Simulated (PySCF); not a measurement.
**Radial density of Bi+ (bismuth, charge +1)**

UHF, [Xe] 4f14 5d10 6s2 6p2, high-spin 3P determinant. Calculation: PySCF 2.14, in ANO-RCC-VTZP (8s7p5d3f2g, 93 functions); scalar relativity by spin-free X2C-1e.

| r (bohr) | 4πr²ρ (e/bohr) | 4πr²(ρα − ρβ) |
| --- | --- | --- |
| 0.0188 | 102.2 | 0.0114 |
| 0.0317 | 127.9 | 0.0184 |
| 0.0532 | 155.8 | 0.0005 |
| 0.0896 | 122.9 | -0.0019 |
| 0.151 | 143.9 | 0.0198 |
| 0.253 | 84.14 | 0.0200 |
| 0.426 | 85.33 | -0.0011 |
| 0.717 | 29.20 | 0.1330 |
| 1.21 | 15.62 | -0.0549 |
| 2.03 | 3.801 | 0.8465 |
| 3.41 | 0.8073 | 0.5495 |
| 5.74 | 0.03909 | 0.0372 |
| 9.65 | 0.0001415 | 0.0001 |

Densities and radii are taken from the X2C orbitals without a picture-change correction, which distorts them close to the nucleus.

Spin-orbit coupling is strong in this species (close to jj coupling), so the high-spin LS determinant is a model state, not a physical level.

Problem. Where is the radial spin density 4πr²(ρα − ρβ) most negative, and why is it negative at all?

Solution. Around r = 1.21 bohr, down to -0.0549 e/bohr: exchange with the open shell polarises the paired shells in an unrestricted calculation.
